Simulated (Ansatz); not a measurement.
One change: `FB(Cl)[SeH]` becomes `FB(Cl)O[SiH3]`.

Ansatz, PBE0-D4/def2-TZVP geometries, multiplicity 1. Each molecule was computed in one conformer, which needn't be the lowest.

Scalar relativity is left out up to krypton.

| property | `FB(Cl)[SeH]` |
| --- | --- |
| size of the dipole moment (PBE/def2-TZVPP) / D | 1.13 |
| size of the dipole moment (B3LYP/def2-TZVPP) / D | 1.17 |
| HOMO energy (PBE/def2-TZVPP) / eV | -6.69 |
| HOMO–LUMO gap (PBE/def2-TZVPP) / eV | 4.96 |
| HOMO–LUMO gap (B3LYP/def2-TZVPP) / eV | 6.61 |
| LUMO energy (ωB97M-V/def2-TZVPP) / eV | 1.30 |

(1) What does the change do to each property? (Estimate.)

## Answers

(1) The calculation gave: 
| property | `FB(Cl)O[SiH3]` | shift |
| --- | --- | --- |
| size of the dipole moment (PBE/def2-TZVPP) / D | 1.79 | 0.66 |
| size of the dipole moment (B3LYP/def2-TZVPP) / D | 1.84 | 0.67 |
| HOMO energy (PBE/def2-TZVPP) / eV | -7.77 | -1.08 |
| HOMO–LUMO gap (PBE/def2-TZVPP) / eV | 6.70 | 1.74 |
| HOMO–LUMO gap (B3LYP/def2-TZVPP) / eV | 8.54 | 1.93 |
| LUMO energy (ωB97M-V/def2-TZVPP) / eV | 1.43 | 0.13 |

With PBE0 the HOMO falls by 1.43 eV and the LUMO rises by 0.59 eV, so the gap widens by about 2.02 eV. PBE moves the HOMO by -1.08 eV and ωB97M-V by -1.64 eV. Dipoles are sizes alone; their direction can turn.

B3LYP here is the variant with VWN-RPA as its local correlation; programs differ in this.

Spin–orbit coupling is left out; it splits and shifts lone-pair levels of the heavy atoms by tenths of an eV.
